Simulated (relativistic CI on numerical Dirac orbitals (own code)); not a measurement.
## The 5d ions of charge 6+

Method of calculation: Dirac-Coulomb-Breit CI, orbitals from a KLI potential per configuration, model QED (radiative potential, 1s self-energy scaled to tabulated hydrogen-like ionisation energies), unscaled Slater integrals (own radial code, finite nucleus).

Each species is treated in one configuration, given outside its closed core, with all valence electrons in the open shell. Radial values are for the open shell of highest l, unscaled and averaged over j; ζ includes the Breit term. Labels give the leading LS character, summed over repeated terms.

```tsv
Ion	Configuration	Its lowest level	LS weight (%)	⟨r⟩ (bohr)	⟨r²⟩ (bohr²)	F² (cm⁻¹)	F⁴ (cm⁻¹)	Next level	E (cm⁻¹)
Re⁶⁺	5d	²D3/2	100	1.478	2.473			²D5/2	10343
Os⁶⁺	5d²	³F2	90	1.431	2.318	74050	49960	³F3	9418.7
Ir⁶⁺	5d³	⁴F3/2	85	1.386	2.175	76370	51530	⁴F5/2	7145.3
Pt⁶⁺	5d⁴	⁵D0	65	1.343	2.044	78710	53120	⁵D1	6136.4
Au⁶⁺	5d⁵	⁶S5/2	83	1.303	1.925	81040	54710	J = 5/2 (mixed)	23160
Hg⁶⁺	5d⁶	?	?	?	?	?	?	?	?
```

Fill in the row of Hg⁶⁺.

Its lowest level ⁵D4; LS weight (%) 77; ⟨r⟩ (bohr) 1.265; ⟨r²⟩ (bohr²) 1.815; F² (cm⁻¹) 83380; F⁴ (cm⁻¹) 56290; Next level ⁵D2; E (cm⁻¹) 8546.5.
